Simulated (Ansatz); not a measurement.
## Molecular dynamics of Si$_{16}$H$_{7}$CF$_{2}$

input.yaml

```yaml
accuracy: low
crystal:
  lattice:
    - [7.67918, 0.0, 0.0]
    - [3.83959, 6.650365, 0.0]
    - [0.0, 0.0, 19.868765]
  atoms:
    - { symbol: H, position: [0.1666667, 0.1666667, 0.0503303] }
    - { symbol: H, position: [0.6666667, 0.1666667, 0.0503303] }
    - { symbol: H, position: [0.1666667, 0.6666667, 0.0503303] }
    - { symbol: H, position: [0.6666667, 0.6666667, 0.0503303] }
    - { symbol: Si, position: [0.1666667, 0.1666667, 0.1258256] }
    - { symbol: Si, position: [0.6666667, 0.1666667, 0.1258256] }
    - { symbol: Si, position: [0.1666667, 0.6666667, 0.1258256] }
    - { symbol: Si, position: [0.6666667, 0.6666667, 0.1258256] }
    - { symbol: Si, position: [-0.16668762, 0.33332617, 0.16410549] }
    - { symbol: Si, position: [0.33340626, 0.33325438, 0.16411912] }
    - { symbol: Si, position: [-0.16672118, 0.83323518, 0.16372381] }
    - { symbol: Si, position: [0.333453, 0.8333544, 0.16379988] }
    - { symbol: Si, position: [-0.1667674, 0.33262666, 0.28219757] }
    - { symbol: Si, position: [0.33337612, 0.33313549, 0.282103] }
    - { symbol: Si, position: [-0.167795, 0.83057442, 0.2815534] }
    - { symbol: Si, position: [0.33640006, 0.83112102, 0.28165386] }
    - { symbol: Si, position: [0.00234658, -0.00577488, 0.31876657] }
    - { symbol: Si, position: [0.49987246, 0.00010516, 0.32035958] }
    - { symbol: Si, position: [0.00057778, 0.49828806, 0.32063649] }
    - { symbol: Si, position: [0.50029683, 0.49887601, 0.32068189] }
    - { symbol: H, position: [0.50006277, -0.00110569, 0.39580695] }
    - { symbol: H, position: [-0.00075921, 0.498972, 0.39619726] }
    - { symbol: H, position: [0.50090275, 0.49979183, 0.39624465] }
    - { symbol: C, position: [0.0180566, 0.96365034, 0.41219705], spin: 0.23 }
    - { symbol: F, position: [-0.1355139, 0.98387286, 0.4503251], spin: 0.07 }
    - { symbol: F, position: [0.14342956, 0.99604886, 0.45044737], spin: 0.06 }
magnetization:
  spin_polarized: true
basis:
  ecutwfc: 420.0
kpoints:
  mp_grid: { grid: [2, 2, 1] }
hamiltonian:
  xc: pbe
  dispersion: d3bj
  pseudopotentials: { kind: paw, azcp: { folder: soft_1 } }
scf:
  occupations: { method: fermi_dirac, width: 0.05 }
  lower_state_search: "off"
md:
  timestep: 0.5
  n_steps: 70
  ensemble: nvt_nose_hoover
  temperature: 500.0
  initial_velocities: maxwell_boltzmann
  seed: 167231
  nose_hoover: { tau: 50.0, chain_length: 3 }
  constraints: [{ sites: [0, 1, 2, 3, 4, 5, 6, 7] }]
```

Command:

```bash
$ ansatz run input.yaml --threads 2 --pin off --max-ram 5120MiB --backend cpu --events-out ev --progress --plain --runs-dir out
```

It starts from a relaxed structure.

Output, in part (one step line in 2):

```
md step     0: t =     0.00 fs  T =   500.0 K  F+E_penalty+E_count = -12151.38265831 eV  E_kin = 1.163340 eV  conserved = -12150.21931832 eV  (12 SCF iters)
md step     2: t =     1.00 fs  T =   481.4 K  F+E_penalty+E_count = -12151.33899017 eV  E_kin = 1.120047 eV  conserved = -12150.21894628 eV  (8 SCF iters)
md step     4: t =     2.00 fs  T =   435.4 K  F+E_penalty+E_count = -12151.23100762 eV  E_kin = 1.012982 eV  conserved = -12150.21806782 eV  (8 SCF iters)
md step     6: t =     3.00 fs  T =   384.7 K  F+E_penalty+E_count = -12151.11201980 eV  E_kin = 0.894988 eV  conserved = -12150.21720699 eV  (8 SCF iters)
md step     8: t =     4.00 fs  T =   351.2 K  F+E_penalty+E_count = -12151.03359058 eV  E_kin = 0.817078 eV  conserved = -12150.21696145 eV  (8 SCF iters)
md step    10: t =     5.00 fs  T =   341.5 K  F+E_penalty+E_count = -12151.01107036 eV  E_kin = 0.794580 eV  conserved = -12150.21738667 eV  (8 SCF iters)
md step    12: t =     6.00 fs  T =   345.4 K  F+E_penalty+E_count = -12151.01996365 eV  E_kin = 0.803532 eV  conserved = -12150.21797560 eV  (8 SCF iters)
md step    14: t =     7.00 fs  T =   347.3 K  F+E_penalty+E_count = -12151.02397418 eV  E_kin = 0.808060 eV  conserved = -12150.21831528 eV  (7 SCF iters)
md step    16: t =     8.00 fs  T =   337.4 K  F+E_penalty+E_count = -12151.00007506 eV  E_kin = 0.785136 eV  conserved = -12150.21838642 eV  (7 SCF iters)
md step    18: t =     9.00 fs  T =   313.2 K  F+E_penalty+E_count = -12150.94240532 eV  E_kin = 0.728750 eV  conserved = -12150.21829815 eV  (7 SCF iters)
md step    20: t =    10.00 fs  T =   277.5 K  F+E_penalty+E_count = -12150.85767850 eV  E_kin = 0.645604 eV  conserved = -12150.21801210 eV  (7 SCF iters)
md step    22: t =    11.00 fs  T =   239.2 K  F+E_penalty+E_count = -12150.76668782 eV  E_kin = 0.556527 eV  conserved = -12150.21744524 eV  (7 SCF iters)
md step    24: t =    12.00 fs  T =   213.9 K  F+E_penalty+E_count = -12150.70595958 eV  E_kin = 0.497763 eV  conserved = -12150.21687999 eV  (7 SCF iters)
md step    26: t =    13.00 fs  T =   215.8 K  F+E_penalty+E_count = -12150.70891040 eV  E_kin = 0.502204 eV  conserved = -12150.21694659 eV  (7 SCF iters)
md step    28: t =    14.00 fs  T =   242.9 K  F+E_penalty+E_count = -12150.77076840 eV  E_kin = 0.565137 eV  conserved = -12150.21779126 eV  (7 SCF iters)
md step    30: t =    15.00 fs  T =   273.9 K  F+E_penalty+E_count = -12150.84149407 eV  E_kin = 0.637335 eV  conserved = -12150.21875619 eV  (7 SCF iters)
md step    32: t =    16.00 fs  T =   284.2 K  F+E_penalty+E_count = -12150.86287493 eV  E_kin = 0.661203 eV  conserved = -12150.21916246 eV  (7 SCF iters)
md step    34: t =    17.00 fs  T =   262.7 K  F+E_penalty+E_count = -12150.80944105 eV  E_kin = 0.611204 eV  conserved = -12150.21880263 eV  (8 SCF iters)
md step    36: t =    18.00 fs  T =   218.5 K  F+E_penalty+E_count = -12150.70274134 eV  E_kin = 0.508349 eV  conserved = -12150.21788183 eV  (7 SCF iters)
md step    38: t =    19.00 fs  T =   175.1 K  F+E_penalty+E_count = -12150.59832064 eV  E_kin = 0.407425 eV  conserved = -12150.21697660 eV  (7 SCF iters)
md step    40: t =    20.00 fs  T =   155.7 K  F+E_penalty+E_count = -12150.55046550 eV  E_kin = 0.362203 eV  conserved = -12150.21671579 eV  (7 SCF iters)
md step    42: t =    21.00 fs  T =   167.4 K  F+E_penalty+E_count = -12150.57566468 eV  E_kin = 0.389502 eV  conserved = -12150.21715574 eV  (6 SCF iters)
md step    44: t =    22.00 fs  T =   199.8 K  F+E_penalty+E_count = -12150.64861445 eV  E_kin = 0.464978 eV  conserved = -12150.21777912 eV  (6 SCF iters)
md step    46: t =    23.00 fs  T =   236.7 K  F+E_penalty+E_count = -12150.73063638 eV  E_kin = 0.550629 eV  conserved = -12150.21817564 eV  (7 SCF iters)
md step    48: t =    24.00 fs  T =   266.2 K  F+E_penalty+E_count = -12150.79463795 eV  E_kin = 0.619385 eV  conserved = -12150.21833657 eV  (8 SCF iters)
md step    50: t =    25.00 fs  T =   283.1 K  F+E_penalty+E_count = -12150.82836024 eV  E_kin = 0.658699 eV  conserved = -12150.21838005 eV  (8 SCF iters)
md step    52: t =    26.00 fs  T =   286.1 K  F+E_penalty+E_count = -12150.82918851 eV  E_kin = 0.665733 eV  conserved = -12150.21826387 eV  (8 SCF iters)
md step    54: t =    27.00 fs  T =   279.3 K  F+E_penalty+E_count = -12150.80652892 eV  E_kin = 0.649792 eV  conserved = -12150.21782699 eV  (8 SCF iters)
md step    56: t =    28.00 fs  T =   274.6 K  F+E_penalty+E_count = -12150.78874373 eV  E_kin = 0.639007 eV  conserved = -12150.21720007 eV  (8 SCF iters)
md step    58: t =    29.00 fs  T =   287.8 K  F+E_penalty+E_count = -12150.81258158 eV  E_kin = 0.669725 eV  conserved = -12150.21701460 eV  (8 SCF iters)
md step    60: t =    30.00 fs  T =   322.9 K  F+E_penalty+E_count = -12150.88734679 eV  E_kin = 0.751360 eV  conserved = -12150.21766641 eV  (8 SCF iters)
md step    62: t =    31.00 fs  T =   363.5 K  F+E_penalty+E_count = -12150.97408764 eV  E_kin = 0.845845 eV  conserved = -12150.21863483 eV  (8 SCF iters)
md step    64: t =    32.00 fs  T =   384.8 K  F+E_penalty+E_count = -12151.01439197 eV  E_kin = 0.895362 eV  conserved = -12150.21912598 eV  (8 SCF iters)
md step    66: t =    33.00 fs  T =   373.1 K  F+E_penalty+E_count = -12150.97675584 eV  E_kin = 0.867996 eV  conserved = -12150.21882148 eV  (8 SCF iters)
md step    68: t =    34.00 fs  T =   335.0 K  F+E_penalty+E_count = -12150.87782307 eV  E_kin = 0.779389 eV  conserved = -12150.21790787 eV  (8 SCF iters)
md step    70: t =    35.00 fs  T =   293.3 K  F+E_penalty+E_count = -12150.77157182 eV  E_kin = 0.682529 eV  conserved = -12150.21696823 eV  (7 SCF iters)
```

All steps were run. The conserved energy stayed within 0.11 meV per atom of its start (net change 0.09 meV per atom), so the integration is sound. The mean temperature of the second half is 46 % below the set value. A run of 0.035 ps of so small a system gives no equilibrium averages. Limits of this set-up: coarse k mesh, thin slab, slab without dipole correction, low accuracy level.

Mean squared displacements from the first frame to the last: H 0.04 Å², Si 0.01 Å², C 0.02 Å², F 0.01 Å².

Last frame:

```xyz
26
Lattice="7.6792 0.0000 0.0000 3.8396 6.6504 0.0000 0.0000 0.0000 19.8688" Properties=species:S:1:pos:R:3
H 1.920 1.108 1.000
H 5.759 1.108 1.000
H 3.840 4.434 1.000
H 7.679 4.434 1.000
Si 1.920 1.108 2.500
Si 5.759 1.108 2.500
Si 3.840 4.434 2.500
Si 7.679 4.434 2.500
Si -0.043 2.234 3.169
Si 3.847 2.219 3.308
Si 1.895 5.532 3.237
Si 5.772 5.550 3.253
Si -0.038 2.112 5.466
Si 3.953 2.140 5.695
Si 1.967 5.403 5.556
Si 5.889 5.551 5.579
Si 0.054 -0.127 6.292
Si 3.965 -0.124 6.448
Si 1.878 3.197 6.308
Si 5.874 3.337 6.320
H 3.971 -0.089 7.867
H 1.588 3.156 7.697
H 5.907 3.520 7.918
C 3.971 6.378 8.154
F 2.733 6.451 8.884
F 4.993 6.540 8.971
```

Time of the run: 18 min on 2 threads of Arm Neoverse V2, with other jobs on the host, peak memory 1.6 GiB.
